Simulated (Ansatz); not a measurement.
`C[SiH](N)[InH2]`. The species carries charge 0 and has multiplicity 1. In takes the def2 core potential.

Cartesian coordinates in Å:
```
C 0.080 1.431 1.047
Si -0.127 0.283 -0.420
N -1.730 -0.373 -0.369
In 1.519 -1.700 -0.448
H 1.072 1.889 1.039
H -0.659 2.237 1.010
H -0.047 0.897 1.991
H 0.150 1.116 -1.641
H -1.944 -1.192 -0.915
H -2.522 0.252 -0.351
H 3.154 -1.584 0.119
H 1.052 -3.257 -1.063
```

**Question.** List the harmonic frequencies (cm⁻¹, unscaled) at PBE0-D4/def2-TZVP in Ansatz. (An estimate is asked.)

**Answer.** Ansatz gave: 80, 109, 133, 171, 185, 272, 295, 316, 423, 471, 616, 650, 692, 745, 772, 841, 900, 908, 1272, 1446, 1451, 1585, 1766, 1778, 2110, 3045, 3124, 3141, 3582, 3679.

**Question.** Is this a minimum?

**Answer.** Yes, all 30 modes are real.

**Question.** Give the ideal-gas thermochemistry at 298.15 K and 1 bar (rigid rotor, harmonic oscillator; point group C1, symmetry number 1).

**Answer.** Zero-point energy 218.7 kJ/mol; H(298) − E = 244.2 kJ/mol; entropy 386.5 J/(mol·K), of which translation 173.4, rotation 117.3, vibration 95.8; G(298) − E = 129.0 kJ/mol. Modes under 100 cm⁻¹ are hindered rotations or soft bends, so the harmonic entropy is rough.

**Question.** And at 400, 500, 600, 800 and 1000 K?

**Answer.** 
| T (K) | H − E (kJ/mol) | S (J/mol/K) | G − E (kJ/mol) |
| --- | --- | --- | --- |
| 400 | 258.8 | 428.4 | 87.5 |
| 500 | 275.1 | 464.6 | 42.8 |
| 600 | 292.8 | 496.9 | -5.3 |
| 800 | 331.9 | 553.0 | -110.5 |
| 1000 | 374.7 | 600.6 | -226.0 |
